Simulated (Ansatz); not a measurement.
```xyz
12

C     0.0502    0.0557    2.0152
C    -0.2587    0.1875    0.7274
N    -1.0406   -0.7262    0.0038
S     0.3683    1.5446   -0.2229
B     0.9992    0.7446   -1.7388
O     0.8529   -0.5542   -2.0399
H    -0.3865   -0.7354    2.6150
H     0.7504    0.7279    2.4887
H    -1.4554   -1.4382    0.5906
H    -1.7438   -0.2759   -0.5683
H     1.5743    1.4794   -2.4858
H     0.2898   -1.0098   -1.3850
```

Total charge 0; spin multiplicity 1.

Question: List the ωB97M-V/def2-TZVPP orbital energies in eV (Ansatz). (Estimate.)

Answer: Computed: Occupied: -2426.83, -526.39, -395.61, -283.60, -281.36, -220.83, -188.70, -163.95, -163.83, -163.78, -31.45, -29.13, -24.73, -22.78, -18.95, -18.24, -17.50, -16.52, -14.87, -14.76, -14.03, -13.11, -12.76, -11.97, -11.17, -10.06, -8.85. Lowest empty: 1.68, 1.99, 2.56, 2.69, 3.34, 3.70, 3.94, 4.36.
